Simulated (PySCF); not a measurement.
Computed vibrations of [Sm(NH3)3]2+

[Sm(NH3)3]2+ (singlet in the valence; each metal's 4f electrons, 6 of them, lie in its core potential, out of spins and levels). PySCF 2.14.0, RKS PBE0, Sm lcecp-0-SVP with ECP52, N def2-SVP, H def2-SVP; non-relativistic Hamiltonian with scalar-relativistic core potentials where named; density fitting; no spin-orbit coupling. Central differences of gradients.

```xyz
13

Sm    0.0000    0.0000    0.0000
N     2.6793    0.0001    0.0000
H     3.1129   -0.4655    0.8062
H     3.1129   -0.4655   -0.8062
H     3.1129    0.9310    0.0000
N    -1.3397    2.3203    0.0000
H    -1.1533    2.9286    0.8062
H    -1.1533    2.9286   -0.8062
H    -2.3627    2.2304    0.0000
N    -1.3395   -2.3204    0.0000
H    -1.9596   -2.4631    0.8062
H    -1.9596   -2.4631   -0.8062
H    -0.7502   -3.1614    0.0000
```

Run from Python with OMP_NUM_THREADS=2. Where DIIS fails, smearing, a level shift and second-order steps follow.
It took 89 s on 2 threads of Arm Neoverse V2, with other jobs on the host.

What are the harmonic wavenumbers and infrared intensities?

Modes are labelled in C3h; negative numbers are unstable modes, those under 60 cm⁻¹ near the noise; a finer grid moves soft modes by up to 10 cm⁻¹.
```json
{"cm⁻¹": "-52", "km/mol": "–", "symmetry": "e''"}
{"cm⁻¹": "-52", "km/mol": "–", "symmetry": "e''"}
{"cm⁻¹": "-50", "km/mol": "–", "symmetry": "a''"}
{"cm⁻¹": "-21", "km/mol": "–", "symmetry": "a''"}
{"cm⁻¹": "42", "km/mol": "3.0", "symmetry": "e'"}
{"cm⁻¹": "42", "km/mol": "3.0", "symmetry": "e'"}
{"cm⁻¹": "259", "km/mol": "0.0", "symmetry": "a'"}
{"cm⁻¹": "268", "km/mol": "5.8", "symmetry": "e'"}
{"cm⁻¹": "268", "km/mol": "5.8", "symmetry": "e'"}
{"cm⁻¹": "512", "km/mol": "0.0", "symmetry": "a'"}
{"cm⁻¹": "527", "km/mol": "0.0", "symmetry": "e''"}
{"cm⁻¹": "527", "km/mol": "0.0", "symmetry": "e''"}
{"cm⁻¹": "544", "km/mol": "223.6", "symmetry": "a''"}
{"cm⁻¹": "545", "km/mol": "105.1", "symmetry": "e'"}
{"cm⁻¹": "545", "km/mol": "105.1", "symmetry": "e'"}
{"cm⁻¹": "1327", "km/mol": "197.3", "symmetry": "e'"}
{"cm⁻¹": "1327", "km/mol": "197.3", "symmetry": "e'"}
{"cm⁻¹": "1329", "km/mol": "0.0", "symmetry": "a'"}
{"cm⁻¹": "1642", "km/mol": "45.0", "symmetry": "e'"}
{"cm⁻¹": "1642", "km/mol": "45.0", "symmetry": "e'"}
{"cm⁻¹": "1642", "km/mol": "87.1", "symmetry": "a''"}
{"cm⁻¹": "1643", "km/mol": "0.0", "symmetry": "a'"}
{"cm⁻¹": "1644", "km/mol": "0.0", "symmetry": "e''"}
{"cm⁻¹": "1644", "km/mol": "0.0", "symmetry": "e''"}
{"cm⁻¹": "3453", "km/mol": "89.7", "symmetry": "e'"}
{"cm⁻¹": "3453", "km/mol": "89.7", "symmetry": "e'"}
{"cm⁻¹": "3454", "km/mol": "0.0", "symmetry": "a'"}
{"cm⁻¹": "3544", "km/mol": "0.0", "symmetry": "e''"}
{"cm⁻¹": "3544", "km/mol": "0.0", "symmetry": "e''"}
{"cm⁻¹": "3544", "km/mol": "221.8", "symmetry": "a''"}
{"cm⁻¹": "3545", "km/mol": "0.0", "symmetry": "a'"}
{"cm⁻¹": "3545", "km/mol": "108.7", "symmetry": "e'"}
{"cm⁻¹": "3545", "km/mol": "108.7", "symmetry": "e'"}
```

Is this a minimum?

Probably not: 3 unstable, though so soft as to be near the noise (and 1 more above −25 cm⁻¹, within the noise); the lowest moves the atoms so:
```
Sm   0.00  0.00  0.00
N    0.00  0.00  0.01
H   -0.01  0.38  0.23
H    0.01 -0.38  0.23
H    0.00  0.00 -0.42
N    0.00  0.00  0.02
H    0.28  0.16 -0.17
H   -0.28 -0.16 -0.17
H    0.00  0.00  0.39
N    0.00  0.00 -0.03
H   -0.05  0.02 -0.06
H    0.05 -0.02 -0.06
H    0.00  0.00  0.03
```

An lcecp potential fixes the number of 4f electrons, so in runs with it no electron can move into or out of that shell.
